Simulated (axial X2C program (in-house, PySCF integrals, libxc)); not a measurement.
# Potential curves of PtB, with spin–orbit coupling

Computed with an in-house relativistic program for diatomic molecules. Two-component (2c) means X2C with spin–orbit coupling and atomic mean-field two-electron Coulomb and Gaunt terms. Basis: Pt dyall-cv3z [13s14p9d6f4g], B dyall-v3z [7s6p2d1f] (cores contracted in-house); Gaussian nuclei, density fitting, unrestricted open shells. Masses: Pt 194.965 u, B 11.009 u.

State: Ω = 1/2 (⟨Sz⟩ = 0.50, ⟨Lz⟩ = 0.00 at PBE0). Energies in eV from the fragments at the same level (Pt + B). Fits are polynomials in 1 − R0/R over 0.85 to 1.23 times the lowest point R0.

| R (Å) | PBE0 |
| --- | --- |
| 1.5295 | -4.0291 |
| 1.5998 | -4.7381 |
| 1.6525 | -5.0419 |
| 1.7053 | -5.1971 |
| 1.7580 | -5.2359 |
| 1.8195 | -5.1706 |
| 1.8811 | -5.0183 |
| 1.9602 | -4.7381 |
| 2.0569 | -4.3240 |
| 2.1975 | -3.6832 |

The state is one determinant whose occupation by symmetry is held fixed; it was picked as the lowest of a PBE0 search that is not exhaustive. De is counted from the lowest determinant-based energies of the atoms at the same level, without counterpoise correction. Density functionals use the spin component along the axis (collinear). In 2c an atomic determinant is not the ground J level, so De misses part of the atomic spin–orbit lowering. This holds for PBE0. Without a current term, density functionals place determinants with orbital angular momentum somewhat too high.

Question: What are Re, ωe and De at the PBE0 level?

Answer: At PBE0, 2c: Re = 1.752 Å, ωe ≈ 925 cm⁻¹, De = 5.24 eV to Pt + B; Be follows as 0.527 cm⁻¹.
